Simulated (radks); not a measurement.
Values are calculated unless marked as measured or tabulated.
Ionisation of Sm58+, [He] 2s2, to Sm59+, [He] 2s1, under several functionals. Dirac Kohn-Sham, spin-unpolarised, spherical densities, finite nucleus; a radial shooting solver on a logarithmic mesh with Libxc functionals.

| functional | E(Sm58+) (hartree) | Exc (hartree) | IE (eV) | -e(HOMO) (eV) | <r> HOMO (bohr) | IE error (eV) |
|---|---|---|---|---|---|---|
| PBEsol | -4985.3104 | -52.5814 | 13031.6 | 12910.9 | 0.09169 | +39.6 |
| PBE | -4987.6852 | -54.9705 | 13037.0 | 12916.0 | 0.09167 | +45.0 |
| BP86 | -4988.4435 | -55.7333 | 13039.0 | 12918.1 | 0.09166 | +47.0 |
| BLYP | -4988.1605 | -55.4488 | 13038.4 | 12917.3 | 0.09167 | +46.4 |
| LDA (Slater exchange, Perdew-Zunger correlation) | -4981.6291 | -48.8778 | 13025.8 | 12904.8 | 0.09172 | +33.8 |
| HCTH/407 | -4986.3992 | -53.6801 | 13036.0 | 12918.1 | 0.09168 | +44.0 |
| AM05 | -4982.9588 | -50.2154 | 13026.7 | 12906.3 | 0.09171 | +34.7 |
| exchange-only LDA | -4981.0690 | -48.3168 | 13022.3 | 12901.2 | 0.09172 | +30.3 |

NIST Atomic Spectra Database: 12992 eV (theoretical). Closest: exchange-only LDA. The Delta-SCF values span 16.69 eV, the total energies 7.37 hartree. The highest occupied level is 2s1/2. Spin polarisation and multiplet splitting are left out, so open shells lie too high by an amount that depends on their filling.

Beside tabulated values, note that spin-unpolarised runs miss the spin-polarisation part of the exchange energy of open shells.
